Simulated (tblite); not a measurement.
Species: C7H11NS.
Numbering: `[CH3:1][C:2]([CH3:3])([CH3:4])[c:5]1[cH:6][cH:7][s:8][n:9]1` (hydrogens: H10, H11, H12 on C1; H13, H14, H15 on C3; H16, H17, H18 on C4; H19 on C6; H20 on C7)

Level: GFN2-xTB in tblite, geometry and Hessian alike; calculated harmonic values, unscaled, isolated species. This tight-binding method is rough: wavenumbers can miss measured ones by several per cent, in bad cases by 10 to 20.

Harmonic wavenumbers (cm⁻¹): 35.6, 127.2, 181.1, 182.6, 230.8, 240.7, 301.9, 320.2, 333.8, 405.5, 441.1, 456.3, 570.1, 650.4, 669.6, 770.4, 808.2, 830.9, 855.2, 863.7, 947.4, 962.8, 966.5, 966.6, 1034.1, 1035.4, 1062.1, 1135.6, 1229.3, 1241.1, 1248.5, 1374.2, 1401.9, 1404.5, 1412.7, 1426.4, 1480.8, 1491.4, 1493.3, 1497.7, 1502.6, 1510.2, 1528.4, 3027.1, 3027.8, 3029.2, 3033.2, 3034.9, 3038.6, 3040.5, 3049.8, 3056.4, 3138.9, 3173.2.

A = 2831, B = 971.4, C = 859.4 MHz; mass 141.061 u (most abundant isotopes); point group Cs, symmetry number 1.

Q: What is the zero-point energy?

A: Half the sum of the wavenumbers: 36139 cm⁻¹ = 432.32 kJ/mol.

Q: Give the ideal-gas entropy at 298.15 K and 1 bar in the rigid-rotor, harmonic-oscillator model (classical rotation).

A: Translation 170.58, rotation 122.59, vibration 110.60: S = 403.8 J/(mol K).

Q: And Cp and H(298.15 K) − H(0)?

A: Cp = 162.12 J/(mol K), of which vibrations give 128.86 (their classical limit is 54 R = 449.0); H(298.15 K) − H(0) = 28.20 kJ/mol without the zero-point energy, 18.29 from vibrations.

Q: Which modes carry the vibrational entropy at 298.15 K?

A: 35.6 cm⁻¹: 22.97; 127.2 cm⁻¹: 12.50; 181.1 cm⁻¹: 9.69; 182.6 cm⁻¹: 9.63; 230.8 cm⁻¹: 7.84; 240.7 cm⁻¹: 7.52 J/(mol K); the other 48 give 40.45 together.

Q: What must be added to the electronic energy to get the Gibbs energy at 298.15 K and 1 bar?

A: ZPE + [H(298.15 K) − H(0)] − T·S = 432.32 + 28.20 − 120.38 = 340.14 kJ/mol.

Q: Blend soft modes into free rotors: weight 1/[1 + (100 cm⁻¹/ν̃)⁴] for the oscillator and the rest for a rotor with moment μB/(μ + B), μ = h/(8π²ν), B = 10⁻⁴⁴ kg m². What vibrational entropy results?

A: 103.63 J/(mol K) in place of 110.60, which changes −T·S at 298.15 K by +2.08 kJ/mol.

Q: How do the functions run with temperature in this model?

A: 
| T (K) | S (J/(mol K)) | Cp (J/(mol K)) | H − H(0) (kJ/mol) | G − H(0) (kJ/mol) | ln q(vib) |
| --- | --- | --- | --- | --- | --- |
| 100 | 284.2 | 72.0 | 4.95 | -23.48 | 1.35 |
| 200 | 348.5 | 117.7 | 14.48 | -55.22 | 3.55 |
| 300 | 404.8 | 163.0 | 28.51 | -92.93 | 5.97 |
| 500 | 508.1 | 244.9 | 69.67 | -184.39 | 11.03 |
| 800 | 642.2 | 324.6 | 156.18 | -357.58 | 18.55 |
| 1000 | 718.5 | 359.2 | 224.74 | -493.81 | 23.29 |

q(vib) and H(0) count from the zero-point level.

Hindered rotation and anharmonicity are outside this model.

The values belong to the conformer `[CH3:1][C:2]([CH3:3])([CH3:4])[c:5]1[cH:6][cH:7][s:8][n:9]1`: C1–C2–C5–C6 60°.
